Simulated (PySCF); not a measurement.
# ISI: from structure and modes to constants

Method: HF in PySCF with I def2-TZVP with ECP28, S def2-TZVP; scalar-relativistic core potentials, no spin–orbit coupling; density-fitted integrals.

The singlet minimum has Cs symmetry. Masses (u): I 126.90447, S 31.97207.

```xyz
3
charge 0 multiplicity 1, angstrom
I     0.5329    0.5329   -0.8610
S    -0.5335   -0.5335   -2.5745
I    -0.3985   -0.3985    1.5094
```

Harmonic wavenumbers (cm⁻¹): 100.2 (a', ×1), 204.3 (a', ×1), 379.6 (a', ×1).

Q: Find the principal moments of inertia and the rotational constants. What kind of rotor is it?

A: About the centre of mass I = 97.561, 628.14, 725.71 u Å². With B = 16.8576/I this gives 0.1728, 0.02684, 0.02323 cm⁻¹. The molecule is an asymmetric top with κ = -0.95.

Q: Give the standard entropy (298.15 K, 1 bar) by its translational, rotational, vibrational and spin parts, and Cp.

A: Sackur–Tetrode with M = 285.78 u gives 179.4; rotation with symmetry number 1 gives 121.7; vibration 27.6; spin R ln 1 = 0.0. The total is 328.7 J/(mol K), and Cp = 4 R + 22.2 = 55.4 J/(mol K).

Other isomers or separated fragments may lie lower.
